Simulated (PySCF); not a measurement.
Gas-phase XPS of lithium bromide, computed

Lithium bromide, LiBr.
Atom-mapped SMILES: `[Li:1][Br:2]`

Structure used (PBE0-D3(BJ)/def2-SVP), in Å, numbered top down from 1:
```xyz
2
LiBr angstrom
Li     1.083   -0.006   -0.005
Br    -1.078    0.009   -0.023
```

Computed, not measured: delta-SCF UKS SCAN, pcX-2 on the ionised atom, pcseg-1 elsewhere, spin-free X2C in PySCF 2.14.0. Binding energies are ΔSCF values: E(core-ionised, relaxed orbitals) − E(ground state) at a fixed geometry, referred to the vacuum level.

What binding energy does each computed site have?

| atom(s) | bonded to | level | binding energy (eV) | count |
| --- | --- | --- | --- | --- |
| Li1 | Br | Li 1s | 64.98 | 1 |

Express the binding energy of Li 1s of Li1 in atomic units and per mole.

64.98 eV = 2.3880 Eh = 6270 kJ/mol.

Which photon energy gives electrons from Li 1s of Li1 a kinetic energy of 200 eV, and what is their de Broglie wavelength?

hν = 64.98 + 200 = 264.98 eV, recoil neglected; λ = 12.264 Å/√(E/eV) = 0.87 Å.

No level of bromine is listed. Isolated species at its PBE0-D3(BJ)/def2-SVP geometry, gas phase.
